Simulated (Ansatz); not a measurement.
Gas-phase electronic energies from Ansatz, PBE0-D4/def2-TZVP geometries. CBS: MP2 limit from def2 TZ/QZ plus the TZ coupled-cluster correction, frozen cores. Functionals use def2-TZVPP. def2 core potentials past Kr. For Mo outer-core shells are correlated without core-valence functions, which leaves a few kJ/mol of doubt a bond. Each species was taken in one conformer, which may not be the lowest.

Reaction (formal exchange of groups at a Mo–C bond): `[CH3][Mo](=[O])(=[O])[OH]` + `CC1=CC1F` → `[O]=[Mo](=[O])([OH])[F]` + `CC1=CC1C`

Problem. Is it downhill or uphill in electronic energy at CCSD(T)/CBS, and by how much? (An estimate is asked.)

Solution. The calculation gave: Downhill: ΔE = -30.9 kcal/mol.

Problem. What do these levels give: ωB97X-V, B2PLYP, PBE0, SCS-MP2/def2-TZVPP, CCSD(T)/def2-TZVPP, HF/CBS(def2)? (Best estimate.)

Solution. Ansatz gave: ωB97X-V -31.8, B2PLYP -32.5, PBE0 -31.0, SCS-MP2/def2-TZVPP -33.4, CCSD(T)/def2-TZVPP -31.0, HF/CBS(def2) -29.9 kcal/mol.

Largest T1 diagnostic among the species: 0.025, so the coupled-cluster value is less sure than usual.

From PBE to PBE0 (25 % exact exchange), in def2-TZVPP and without D4, ΔE moves by +0.8 kcal/mol. In def2-TZVPP, CCSD(T) changes the Hartree–Fock value by −1.5 kcal/mol (the triples alone add −0.7 kcal/mol) and MP2 by −4.3 kcal/mol.
